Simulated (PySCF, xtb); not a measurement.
Si(Cl)(OH)(NH2)2 (ClH₅N₂OSi), SMILES N[Si](N)(O)Cl.

Coordinates come from a PBE0-D3(BJ)/def2-SVP optimisation. The structure was generated by enumeration, and PubChem lists no compound with its InChIKey, so it may never have been made. One conformer was computed; it need not be the lowest.

The numbers are results of IEF-PCM-PBE0/def2-SVP (PySCF), not measurements.

The values are the electrostatic part of the solvation free energy, E(continuum) − E(gas) at the gas-phase geometry, in a cavity of scaled van der Waals radii (PySCF's table); cavitation and dispersion terms are not included. In vacuum the orbital gap is 8.89 eV. The dipole moment in vacuum is 1.32 D.

| solvent | ε | ΔG(elec) (kcal/mol) | dipole (D) | gap (eV) |
|---|---|---|---|---|
| water | 78.36 | -8.4 | 1.59 | 9.06 |
| dichloromethane | 8.93 | -7.1 | 1.56 | 9.04 |
| methanol | 32.61 | -8.1 | 1.58 | 9.06 |

For comparison, GFN2-xTB/ALPB(water) (xtb, at the GFN2-xTB geometry, all terms of that model) gives -10.0 kcal/mol.
